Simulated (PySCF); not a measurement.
Compound: C4H5Cl2F.
Numbering: `[F:1][CH2:2]/[CH:3]=[CH:4]\[CH:5]([Cl:6])[Cl:7]` (hydrogens: H8, H9 on C2; H10 on C3; H11 on C4; H12 on C5)

Cartesian coordinates in Å at the PBE0-D3(BJ)/def2-SVP level; atoms count from 1:
```
atom  x, y, z in Å
F1     2.1376   -1.0269   -0.6399
C2     0.9888   -0.9233    0.1023
C3     0.2998    0.3606   -0.2192
C4    -1.0016    0.6332   -0.0866
C5    -2.0600   -0.3148    0.3807
Cl6   -1.6761   -1.0498    1.9655
Cl7   -2.3789   -1.5994   -0.8306
H8     1.2560   -0.9461    1.1750
H9     0.3434   -1.7930   -0.1013
H10    0.9669    1.1527   -0.5760
H11   -1.3630    1.6325   -0.3464
H12   -3.0172    0.1985    0.5186
```

The calculation used core-valence-separated Tamm–Dancoff BHandHLYP/aug-pcX-1 (pcseg-1 on H, def2-SVPD on Cl) in PySCF, non-relativistic, gas phase, PBE0-D3(BJ)/def2-SVP geometry. BHandHLYP without relativity tends to put these K edges a few eV too low, so spacings mean more than positions.

The lowest roots of each edge with f over 0.003 (five at most, numbered afresh; weaker and dark ones are left out), with transition dipoles (au) in the frame of the coordinates:

```
root  edge  E (eV)       μx       μy       μz
   1     C  282.33   0.0136   0.0293   0.0890
   2     C  282.77  -0.0135  -0.0256  -0.0805
   3     C  286.06  -0.0238  -0.0222  -0.0954
   4     C  286.08   0.0157  -0.0435   0.0141
   5     C  286.30  -0.0116   0.0874  -0.0174
   6     F  684.97  -0.0305   0.0026   0.0175
   7     F  686.27  -0.0146  -0.0025   0.0158
   8     F  686.61   0.0184   0.0012  -0.0123
   9     F  687.80   0.0113   0.0012  -0.0117
```

**Question.** What are the oscillator strengths?

**Answer.** f = (2/3) ΔE |μ|², with ΔE in hartree (27.2114 eV):

```tsv
root	ΔE (Eh)	|μ|² (au)	f	core hole on
1	10.3754	0.008964	0.062	C3
2	10.3917	0.007318	0.051	C4
3	10.5124	0.010160	0.071	C5
4	10.5133	0.002338	0.016	C4
5	10.5212	0.008076	0.057	C5
6	25.1722	0.001243	0.021	F1
7	25.2198	0.000469	0.008	F1
8	25.2325	0.000491	0.008	F1
9	25.2761	0.000266	0.004	F1
```

**Question.** Molecules are fixed in this frame and the field points along x. What effective strengths 3 f cos²θ do the roots have (θ between field and μ)?

**Answer.** root 1 (C3): 0.004, root 2 (C4): 0.004, root 3 (C5): 0.012, root 4 (C4): 0.005, root 5 (C5): 0.003, root 6 (F1): 0.047, root 7 (F1): 0.011, root 8 (F1): 0.017, root 9 (F1): 0.006. Root 6 is the strongest. Averaged over all orientations cos²θ is 1/3, which gives f back.

One conformer stands for the species.
